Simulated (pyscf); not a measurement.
Structures and frequencies: ωB97X-D3(BJ)/def2-SVP in PySCF. MP2 and CC: frozen core, UHF for open shells. ΔMP2 is the change of the MP2 total energy from the triple- to the quadruple-zeta basis.

What is the homolytic dissociation enthalpy (298 K, CCSD(T)/def2-TZVPP + ΔMP2(QZVPP)) of the Br–C bond of Br–CH=CH–Br (SMILES BrC=CBr), to Br• + •HC=CH–Br?

Br–C to Br• + •HC=CH–Br: 344.5 kJ/mol. The radicals are drawn with the spin at the cut bond; how far it spreads was not checked. Other isomers of •HC=CH–Br were not searched in full and may lie lower. The CCSD(T) − MP2 part came from Ansatz, without density fitting, on the same reference. A UHF reference is spin-contaminated (<S²> up to 0.98), which harms MP2 most. The frozen core leaves the outer d or s,p core shells of the metals and heavy elements correlated in the MP2 and CC values, and def2-TZVPP describes them poorly, which can shift differences by a few kcal/mol. Left out: the spin-orbit lowering of Br, which is large for Br, Se, Te and I. Elements up to Kr have no core potential and no relativistic terms here.
